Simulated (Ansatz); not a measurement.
Reaction (redistribution): `CNB(C)O` + `N[CH2][GeH2][SiH3]` → `CB(O)CN` + `C[NH][GeH2][SiH3]`

Gas-phase electronic energies from Ansatz, PBE0-D4/def2-TZVP geometries. CCSD(T)/CBS adds triple-zeta CCSD(T) − MP2 to the extrapolated MP2 energy (def2 sets, frozen cores). DFT in def2-TZVPP. For Ge outer-core shells are correlated without core-valence functions, which leaves a few kJ/mol of doubt a bond. Scalar relativity is left out up to krypton. Each species was taken in one conformer, which may not be the lowest.

| level | ΔE (kJ/mol) | difference from CCSD(T)/CBS |
| --- | --- | --- |
| PBE0-D4 | 98.6 | 1.2 |
| ωB97X-V | 94.8 | -2.6 |
| PBE | 97.5 | 0.1 |
| r2SCAN | 97.5 | 0.1 |
| HF/def2-TZVPP | 94.3 | -3.1 |
| MP2/def2-TZVPP | 99.2 | 1.8 |
| SCS-MP2/def2-TZVPP | 96.5 | -0.9 |
| CCSD/def2-TZVPP | 97.3 | -0.1 |
| CCSD(T)/def2-TZVPP | 97.4 | 0.0 |
| CCSD/CBS(def2) | 97.3 | -0.1 |
| CCSD(T)/CBS | 97.4 | 0 |

Largest T1 diagnostic among the species: 0.012.

In def2-TZVPP, CCSD(T) changes the Hartree–Fock value by +3.1 kJ/mol (the triples alone add +0.1 kJ/mol) and MP2 by +4.9 kJ/mol.
